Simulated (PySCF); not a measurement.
**Two-component Hartree-Fock for O (oxygen, neutral)**

Start: [He] 2s2 2p4; 2p1/2 filled at m_j = +1/2; 2p3/2 filled at m_j = -1/2, +1/2, +3/2. Calculated with PySCF 2.14 in x2c-TZVPall-2c with one added diffuse shell each of s, p, d type (6s4p3d1f, 40 functions): generalised Hartree-Fock with the X2C-1e Hamiltonian and a Gaussian nucleus; one run each with spin-orbit coupling (SO) switched off, then screened by Boettger's factors. This is a chosen level, not necessarily the ground level.

```csv
spinor shell,electrons,"ε, spin-free (eV)","ε, screened SO (eV)",weight of nominal j (screened SO),"rms radius, screened SO (bohr)"
1s1/2,2,-562.85,-562.84,1.000,0.230
2s1/2,2,-33.955,-33.952,1.000,1.26
2p3/2,3,-17.322,-18.447,0.664,1.37
2p1/2,1,-17.322,-13.948,0.665,1.52
```

| quantity | spin-free | screened SO |
| --- | --- | --- |
| E (hartree) | -74.86444 | -74.86481 |
| M_J | 2 | 2 |
| ⟨J²⟩ | 6.014 | 6.014 |
| ⟨L²⟩ | 2.004 | 2.004 |
| ⟨S²⟩ | 2.010 | 2.010 |

Each row is a mean over spinors that exchange with the open shell spreads, by up to 9.364 eV (2s1/2).

Rows whose weight is well below 1 are mixtures of j = l ± 1/2: exchange outweighs spin-orbit coupling there, and the label is only the starting occupation.

Without spin-orbit coupling the j labels of p, d and f shells carry no meaning; the spin-free column gives the mean over the occupied spinors of each nl shell.
